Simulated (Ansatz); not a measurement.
Species: C3H5N, SMILES `C=CN=C` (C–C–N–C torsion 180°) (charge 0, multiplicity 1).

### Question
Give a relaxed geometry from PBE0-D4/def2-TZVP in Ansatz (a first-principles code).

### Answer
Several could match; the one computed here: the end point of this relaxation, one of several conformers (outside a Z-matrix the atoms follow the SMILES, hydrogens last).
Z-matrix (Å, degrees):
```
C
C 1 1.3286
H 2 1.0825 1 121.05
H 2 1.0837 3 118.64 1 -180.00
N 1 1.3926 2 121.22 3 179.99
C 5 1.2655 1 117.61 2 -179.98
H 6 1.0881 5 119.29 1 180.00
H 1 1.0942 2 120.98 3 -0.01
H 6 1.0983 7 117.62 5 179.95
```
